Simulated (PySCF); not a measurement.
**Dipole response of W²⁺ (tungsten, charge +2)**

[Xe] 4f14 5d4, high-spin 5D determinant. All numbers are calculated (PySCF 2.14, the spin-free X2C one-electron Hamiltonian (Gaussian nucleus), in x2c-TZVPPall with one added diffuse shell each of s, p, d, f type (12s8p8d4f1g, 113 functions)). Coupled (time-dependent) response in atomic units; α is the mean over directions.

```csv
method,mean α (bohr³),"α xx, yy, zz",C₆ (like pair),S(−4)
PBEsol,14.03,"13.80, 13.80, 14.50",84.54,91.47
```

S(−4) is the Cauchy moment in α(ω) = α(0) + S(−4) ω² + …

Spin-orbit coupling is absent.

α(iu) at PBEsol:

```tsv
u (hartree)	α(iu) (bohr³)
0	14.03
0.0500	13.81
0.100	13.21
0.200	11.48
0.300	9.792
0.500	7.338
0.750	5.451
1.00	4.240
1.50	2.789
2.00	1.970
3.00	1.123
5.00	0.4958
```

A single London oscillator, α(iu) = α/(1 + u²/ω²), gives C₆ = (3/4) ω α². Matching the computed C₆ needs ω = 4 × 84.54 / (3 × 14.03²) = 0.573 hartree.

For an ion, C₆ is the dispersion term alone; charge-induced terms of lower order in 1/R come first.

The components differ because the open shell of this determinant is not spherical; for a pure term their mean is the scalar polarisability.

Spin-orbit coupling, absent here, splits the open shell strongly.
